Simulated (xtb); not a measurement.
BHN, SMILES B=[N] (connectivity only; charge and spin as stated), charge -1, multiplicity 1. All values are semi-empirical tight-binding results from xtb (GFN2-xTB unless named), good for trends rather than for accurate numbers. Coordinates come from a GFN2-xTB optimisation. The spin state was assumed, not searched. The isomer is the one that the SMILES or the coordinates give; other isomers of the formula were not compared.

Optimised geometry:

Bonds (Å): B1–N2 1.255, B1–H3 1.224. Angles (°): N2–B1–H3 180.0.
Charge -1, spin multiplicity 1.

Estimate the properties. (The exact figures need the calculation; the answer reports its results.)


```json
{
  "point_group_as_xtb_finds_it": "C∞v",
  "orbital_gap": "6.05 eV",
  "zero_point_energy": "7.5 kcal/mol",
  "G − E(el) at 298.15 K (modified RRHO)": "-4.7 kcal/mol",
  "static polarisability (D4 model)": "32.5 bohr³",
  "solvation energy, GFN2-xTB/ALPB(water)": "-76.0 kcal/mol",
  "solvation energy, GFN2-xTB/ALPB(octanol)": "-67.1 kcal/mol"
}
```

Computed IR lines (harmonic; lines under 4 % of the strongest left out, lines within 3 cm⁻¹ merged):
ν (cm⁻¹): 641 (m), 1838 (w), 2147 (vs) (against the strongest line: vs over 80 %, s over 45 %, m over 15 %, w over 4 %, vw less)

Give the atomic charges and the Wiberg bond orders between heavy atoms. (The exact figures need the calculation; the answer reports its results.)

charges (e) B1 0.17, N2 -0.81, H3 -0.36. Bond orders B1–N2 2.73.
